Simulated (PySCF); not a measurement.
**Sn⁻ (tin, charge -1) across methods**

[Kr] 4d10 5s2 5p3, high-spin 4S determinant. Computed with PySCF 2.14 in aug-cc-pV5Z-PP with ECP28MDF (8s8p6d4f3g2h, 139 functions), with a scalar-relativistic core potential.

```
method  E (hartree)  mean ε 5s α (eV)  mean ε 5s β (eV)  mean ε 5p α (eV)  Σ⟨r²⟩ (bohr²)   ⟨S²⟩
  MN15    -213.8467            -7.474            -5.702            -0.111          89.62  3.752
r2SCAN    -214.3874            -5.767            -3.882             0.781          87.03  3.753
   PBE    -214.3032            -5.361            -4.010             0.936          91.41  3.751
   M06    -214.3657            -6.306            -5.507             0.508          91.95  3.752
  PBE0    -214.3118            -6.686            -4.619             0.266          87.67  3.751
   LDA    -213.9686            -5.557            -4.380             0.877          90.67  3.751
   UHF   -213.37571           -10.261            -5.744            -1.587          86.27  3.755
```

(1) Estimate the same row for M06-L.

Energies and moments cover only the electrons outside the core potential. The outer electron is barely bound at this level, so radii and moments hang on the diffuse functions.

The highest occupied level is positive at r2SCAN, M06-L, PBE, M06, PBE0, LDA: only the finite basis holds that electron, which in a density functional comes from self-interaction.

## Answers

(1) E (hartree) = -214.4434; mean ε 5s α (eV) = -5.375; mean ε 5s β (eV) = -4.048; mean ε 5p α (eV) = 1.154; Σ⟨r²⟩ (bohr²) = 88.12; ⟨S²⟩ = 3.753.
